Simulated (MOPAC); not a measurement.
MOPAC input (PM6):

```
PM6 1SCF CHARGE=-1 GEO-OK AUX(PRECISION=9) THREADS=1
C4H2BrSe

Br    2.28972300 1   -0.57978200 1   -0.19901800 1
C     0.36654200 1   -0.24149600 1   -0.02850500 1
C    -0.55900500 1   -1.32832200 1    0.08174900 1
C    -1.90393600 1   -1.04502300 1    0.19994000 1
Se   -1.97719100 1    0.88898400 1    0.16309200 1
C    -0.10280300 1    1.02817100 1   -0.01367400 1
H    -0.19072500 1   -2.35067600 1    0.07070100 1
H     0.47014700 1    1.93762200 1   -0.08726500 1
```

From the output:

```
                                                       MOPAC v23.2.5 Linux

          FINAL HEAT OF FORMATION =         31.21843 KCAL/MOL =     130.61791 KJ/MOL

          COSMO AREA              =        141.44 SQUARE ANGSTROMS
          COSMO VOLUME            =        136.76 CUBIC ANGSTROMS

          IONIZATION POTENTIAL    =          4.149591 EV
          HOMO LUMO ENERGIES (EV) =         -4.150  3.862
          NO. OF FILLED LEVELS    =         16
          MOLECULAR WEIGHT        =        208.9238         POINT GROUP:  Cs

          MOLECULAR DIMENSIONS (Angstroms)

            Atom       Atom       Distance
           Se     5   Br     1     4.52714
            H     8    H     7     4.27552
            C     4    C     3     0.00000

          SCF CALCULATIONS        =          1

   ATOM   CHEMICAL          X               Y               Z
  NUMBER   SYMBOL      (ANGSTROMS)     (ANGSTROMS)     (ANGSTROMS)

     1      Br          2.28972300  *  -0.57978200  *  -0.19901800  *
     2       C          0.36654200  *  -0.24149600  *  -0.02850500  *
     3       C         -0.55900500  *  -1.32832200  *   0.08174900  *
     4       C         -1.90393600  *  -1.04502300  *   0.19994000  *
     5      Se         -1.97719100  *   0.88898400  *   0.16309200  *
     6       C         -0.10280300  *   1.02817100  *  -0.01367400  *
     7       H         -0.19072500  *  -2.35067600  *   0.07070100  *
     8       H          0.47014700  *   1.93762200  *  -0.08726500  *

                             CARTESIAN COORDINATES

   1   Br        2.289723000    -0.579782000    -0.199018000
   2    C        0.366542000    -0.241496000    -0.028505000
   3    C       -0.559005000    -1.328322000     0.081749000
   4    C       -1.903936000    -1.045023000     0.199940000
   5   Se       -1.977191000     0.888984000     0.163092000
   6    C       -0.102803000     1.028171000    -0.013674000
   7    H       -0.190725000    -2.350676000     0.070701000
   8    H        0.470147000     1.937622000    -0.087265000

           Empirical Formula: C4 H2 Br Se  =     8 atoms

      MOLECULAR POINT GROUP   :   Cs

                  EIGENVALUES
 -24.31774 -23.45469 -19.46745 -19.05693 -15.03865 -13.26292 -11.42471  -9.38018
  -8.90444  -7.59452  -7.32392  -7.00746  -6.60690  -4.52234  -4.31928  -4.14959
   3.86239   4.89790   5.42691   6.48824   6.71854   9.18382   9.48120  10.25288
  10.85385  11.35486 118.50085 118.55463 118.67015 118.67699 118.72508

              NET ATOMIC CHARGES AND DIPOLE CONTRIBUTIONS

  ATOM NO.   TYPE          CHARGE      No. of ELECS.   s-Pop       p-Pop       d-Pop
    1         Br          -0.294917        7.2949     1.98969     5.29855     0.00669
    2          C           0.235233        3.7648     1.12739     2.63738
    3          C          -0.585504        4.5855     1.11302     3.47249
    4          C          -0.021758        4.0218     1.57120     2.45056
    5         Se          -0.193480        6.1935     1.98279     4.21069
    6          C          -0.471559        4.4716     1.11903     3.35253
    7          H           0.161523        0.8385     0.83848
    8          H           0.170462        0.8295     0.82954
 DIPOLE           X         Y         Z       TOTAL
 POINT-CHG.     1.265     1.102    -0.142     1.684
 HYBRID         2.794     0.713    -0.275     2.897
 SUM            4.059     1.815    -0.417     4.466

          ATOMIC ORBITAL ELECTRON POPULATIONS

     Atom    s        px        py        pz      x^2-y^2     xz        z^2       yz        xy
    1 Br   1.98969   1.34308   1.97702   1.97845   0.00263   0.00094   0.00118   0.00007   0.00187
    2  C   1.12739   0.70972   0.95310   0.97455
    3  C   1.11302   1.04945   1.06598   1.35706
    4  C   1.57120   1.16619   0.71326   0.57111
    5 Se   1.98279   0.97301   1.37833   1.85935
    6  C   1.11903   1.04443   1.06379   1.24431
    7  H   0.83848
    8  H   0.82954

 **********************
 *                    *
 * JOB ENDED NORMALLY *
 *                    *
 **********************

 == MOPAC DONE ==
```

The dipole moment of an ion depends on the origin.

The geometry given is a B3LYP-D3(BJ)/def2-TZVP minimum.
